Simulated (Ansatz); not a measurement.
`[CH3][AlH][O]CS` and `OCS` differ in one atom or group.

Ansatz, PBE0-D4/def2-TZVP geometries, multiplicity 1. Each molecule was computed in one conformer, which needn't be the lowest. `[CH3][AlH][O]CS` holds a close contact that its SMILES doesn't draw: S···Al 2.56 Å.

```csv
property,`[CH3][AlH][O]CS`
HOMO energy (PBE0/def2-TZVPP) / eV,-7.40
LUMO energy (B3LYP/def2-TZVPP) / eV,-0.75
size of the dipole moment (ωB97M-V/def2-TZVPP) / D,2.43
LUMO energy (PBE0/def2-TZVPP) / eV,-0.48
HOMO–LUMO gap (B3LYP/def2-TZVPP) / eV,6.45
"ideal-gas entropy at 298 K and 1 bar (rigid rotor, harmonic PBE0-D4/def2-TZVP) / J/(mol·K)",366
```

(1) What does the change do to each property? (Estimate.)

Results:

(1) Computed: 
```csv
property,`OCS`,shift
HOMO energy (PBE0/def2-TZVPP) / eV,-7.10,0.30
LUMO energy (B3LYP/def2-TZVPP) / eV,0.15,0.90
size of the dipole moment (ωB97M-V/def2-TZVPP) / D,2.42,-0.01
LUMO energy (PBE0/def2-TZVPP) / eV,0.48,0.96
HOMO–LUMO gap (B3LYP/def2-TZVPP) / eV,7.01,0.56
"ideal-gas entropy at 298 K and 1 bar (rigid rotor, harmonic PBE0-D4/def2-TZVP) / J/(mol·K)",282,-84
```

With PBE0 the HOMO rises by 0.30 eV and the LUMO rises by 0.96 eV, so the gap widens by about 0.66 eV. PBE moves the HOMO by 0.19 eV and ωB97M-V by 0.30 eV. The zero-point energy changes by -87.1 kJ/mol with -15 modes. Dipoles are sizes alone; their direction can turn.

B3LYP here is the variant with VWN-RPA as its local correlation; programs differ in this.
